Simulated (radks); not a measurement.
Valence configurations of Pb3+ (all share [Xe]). All-electron calculation, Dirac Kohn-Sham, BLYP, spin-unpolarised, spherical densities, finite nucleus; open shells fill j = l - 1/2 first; Fermi nuclear charge, rms radius 5.5012 fm. Program: a radial shooting solver on a logarithmic mesh with Libxc functionals. Energies are relative to 4f14 5d10 6s1; eigenvalues in eV.

4f14 5d10 6s1: E (eV) 0.000; e(4f5/2) -163.85; e(4f7/2) -158.82; e(5d3/2) -50.813; e(5d5/2) -48.147
4f14 5d10 6s0.5 6p0.5: E (eV) 4.639; e(4f5/2) -164.46; e(4f7/2) -159.43; e(5d3/2) -51.361; e(5d5/2) -48.688; e(6p1/2) -28.603
4f14 5d10 6p1: E (eV) 9.308; e(4f5/2) -165.06; e(4f7/2) -160.03; e(5d3/2) -51.904; e(5d5/2) -49.223; e(6p1/2) -28.901
4f14 5d9.5 6s1 6p0.5: E (eV) 10.235; e(4f5/2) -166.76; e(4f7/2) -161.72; e(5d3/2) -52.996; e(5d5/2) -50.270; e(6p1/2) -29.174
4f14 5d9 6s2: E (eV) 11.430; e(4f5/2) -168.49; e(4f7/2) -163.45; e(5d3/2) -54.106; e(5d5/2) -51.336
4f14 5d9 6s1 6p1: E (eV) 21.097; e(4f5/2) -169.68; e(4f7/2) -164.65; e(5d3/2) -55.174; e(5d5/2) -52.388; e(6p1/2) -30.034
4f14 5d8 6s1 6p2: E (eV) 44.720; e(4f5/2) -175.59; e(4f7/2) -170.55; e(5d3/2) -59.508; e(5d5/2) -56.603; e(6p1/2) -31.706
4f13.5 5d10 6s1.5: E (eV) 62.637; e(4f5/2) -172.95; e(4f7/2) -167.85; e(5d3/2) -53.493; e(5d5/2) -50.687
4f13 5d10 6s2: E (eV) 129.34; e(4f5/2) -182.24; e(4f7/2) -177.06; e(5d3/2) -56.244; e(5d5/2) -53.296
4f12 5d8 6s1 6p4: E (eV) 366.27; e(4f5/2) -217.65; e(4f7/2) -212.31; e(5d3/2) -74.424; e(5d5/2) -70.903; e(6p1/2) -36.435

NIST lists [Xe] 4f14 5d10 6s1 as the ground configuration; this level of theory agrees among the configurations tried. The energies are those of spherical spin-averaged densities, not of single terms.
